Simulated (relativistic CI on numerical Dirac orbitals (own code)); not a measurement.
**Electric-dipole transitions in Kr XXVI**

Calculated at this level of theory: Dirac-Coulomb-Breit CI, separate exchange-only KLI orbitals for each configuration, QED by a radiative potential, unscaled Slater integrals (own radial code, finite nucleus).

CI space (outside the closed core [Ne]): 3s, 3p, 3d, 4s, 4p, 4d, 4f, 5s, 5p, 5d, 5f, 5g, 6s, 6p, 6d. Levels of other configurations are missing.

```csv
λ vac (nm),Lower,Upper,A (s⁻¹),gf,Branching (%)
1.7949,3d 2D_3/2 [4],5f 2F°_5/2 [18],2.37e+12,6.86e-01,63.9
1.8007,3d 2D_5/2 [5],5f 2F°_7/2 [19],2.51e+12,9.78e-01,68.3
2.2281,3p 2P°_1/2 [2],4d 2D_3/2 [9],2.58e+12,7.67e-01,82.6
2.2765,3p 2P°_3/2 [3],4d 2D_5/2 [10],3.14e+12,1.47e+00,99.7
2.5658,3d 2D_3/2 [4],4f 2F°_5/2 [11],6.40e+12,3.79e+00,93.3
2.5765,3d 2D_5/2 [5],4f 2F°_7/2 [12],6.83e+12,5.43e+00,99.9
4.9962,4p 2P°_1/2 [7],5d 2D_3/2 [16],4.63e+11,6.92e-01,19.6
5.0904,4p 2P°_3/2 [8],5d 2D_5/2 [17],5.77e+11,1.35e+00,24.3
5.5761,4d 2D_3/2 [9],5f 2F°_5/2 [18],1.09e+12,3.05e+00,29.4
5.5976,4d 2D_5/2 [10],5f 2F°_7/2 [19],1.17e+12,4.39e+00,31.7
5.9461,4f 2F°_5/2 [11],5g 2G_7/2 [20],1.89e+12,8.01e+00,96.2
5.9546,4f 2F°_7/2 [12],5g 2G_9/2 [21],1.96e+12,1.04e+01,99.8
9.5380,5p 2P°_3/2 [15],6d 2D_5/2 [26],1.60e+11,1.31e+00,9.8
15.981,3p 2P°_3/2 [3],3d 2D_5/2 [5],2.81e+10,6.45e-01,100.0
17.873,3s 2S_1/2 [1],3p 2P°_3/2 [3],2.24e+10,4.28e-01,100.0
37.331,4p 2P°_1/2 [7],4d 2D_3/2 [9],7.86e+09,6.57e-01,0.3
42.559,4p 2P°_3/2 [8],4d 2D_5/2 [10],6.40e+09,1.04e+00,0.2
44.044,4s 2S_1/2 [6],4p 2P°_3/2 [8],5.28e+09,6.15e-01,0.3
87.306,5p 2P°_3/2 [15],5d 2D_5/2 [17],2.04e+09,1.40e+00,0.1
155.01,6p 2P°_3/2 [24],6d 2D_5/2 [26],8.05e+08,1.74e+00,0.0
```

Terms are leading LS components. Brackets give the number of a level in order of energy, since labels repeat. The list gives strong lines, with weight on those to low levels, without lines whose two gauges differ by over a factor of 2.5. Levels whose partners in the same complex of configurations lie outside the list can be far off, and so can their lines. Rates are taken at the computed energies, electric ones in the length gauge.

At this charge energies of transitions that change n are usually good to better than 1 %, and those within a shell (Δn = 0) to a few per cent.
